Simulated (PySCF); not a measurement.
# How methods differ on the ionisation energy of Tb³¹⁺

Tb³¹⁺ [Ar] 3d10 4s2 4p4 [4p1/2^2 4p3/2^2, M_J = 2] → Tb³²⁺ [Ar] 3d10 4s2 4p3 [4p1/2^2 4p3/2^1, M_J = 3/2], as a difference of total energies. All numbers are calculated (PySCF 2.14, the two-component X2C-1e Hamiltonian, in an uncontracted even-tempered set (17 s from 2.9 bohr⁻², ratio 2.8; 13 p from 3.8 bohr⁻², ratio 2.8; 8 d from 6.8 bohr⁻², ratio 2.8; 4 f from 19 bohr⁻², ratio 3)). Correlated levels: [Ne] frozen; the 74 highest virtual spinors dropped. "Screened" scales the spin-orbit matrix elements by Boettger's factors to mimic the two-electron term; Breit and QED terms are absent.

| method | ionisation energy (eV) |
| --- | --- |
| GHF (spin-free) | 1259.7 |
| GMP2 (spin-free) | 1261.1 |
| GHF (screened spin-orbit) | 1251.9 |
| GMP2 (screened spin-orbit) | 1252.7 |

Breit and QED terms and the two-electron picture change are absent.

The spin-free rows relax to the high-spin LS determinant and lack the spin-orbit shift.

The labels give the starting determinants; with spin-orbit coupling the two ends relaxed to ⟨J²⟩ = 6.00, ⟨L²⟩ = 3.18, ⟨S²⟩ = 1.47 and ⟨J²⟩ = 3.75, ⟨L²⟩ = 2.39, ⟨S²⟩ = 1.61.

For comparison: 1256 ± 4 eV (theoretical estimate listed by NIST; NIST Atomic Spectra Database, ionization energies).
